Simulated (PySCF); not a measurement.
Gas-phase reaction: 2 GaCl + 2 F → 2 GaF + Cl2

Computed with PySCF (xtb for GFN2) and rigid-rotor harmonic-oscillator thermochemistry at 1 bar. † marks an energy on the PBE0/def2-TZVP geometry and frequencies; other levels use their own. MP2 and CCSD(T) freeze the core. 6-31G* has spherical d functions here. Open shells (unrestricted): F (multiplicity 2, electronic degeneracy 6); the rest are closed-shell singlets. GFN2 has no spin-polarisation term. Spin-orbit splitting is ignored; it lowers the true energy and changes the entropy of F. B3LYP is the form with VWN-RPA correlation. Ga: all electrons, no relativistic terms. MP2 isn't extrapolated to the basis-set limit; its ΔH°(298 K) is -447.5 kJ in def2-SVP and -503.2 kJ in def2-TZVPP. CCSD(T) isn't extrapolated to the basis-set limit; its ΔH°(298 K) is -407.6 kJ in def2-SVP and -456.6 kJ in def2-TZVPP. The harmonic model lacks anharmonicity and excited electronic states, which grow with temperature; levels with a mode under 35 cm⁻¹ are left out.

```csv
level,"ΔE electronic, kJ","ΔH°(298 K), kJ","ΔS°(298 K), J/K","ΔG°(1800 K), kJ"
B3LYP/6-31G*,-457,-455,-123,-219
B3LYP/def2-TZVP†,-478,-476,-123,-241
CCSD(T)/def2-SVP†,-410,-408,-123,-173
CCSD(T)/def2-TZVPP†,-459,-457,-123,-222
GFN2-xTB,-655,-654,-119,-430
HF/def2-TZVP†,-189,-186,-123,48
MP2/def2-SVP†,-450,-447,-123,-213
PBE/def2-TZVP†,-528,-526,-123,-291
PBE0/def2-QZVP†,-470,-468,-123,-233
PBE0/def2-SVP†,-431,-429,-123,-194
LDA/def2-TZVP†,-653,-650,-123,-416
```
ΔH° is lowest at GFN2-xTB and highest at HF/def2-TZVP†. No reference value is set beside these.
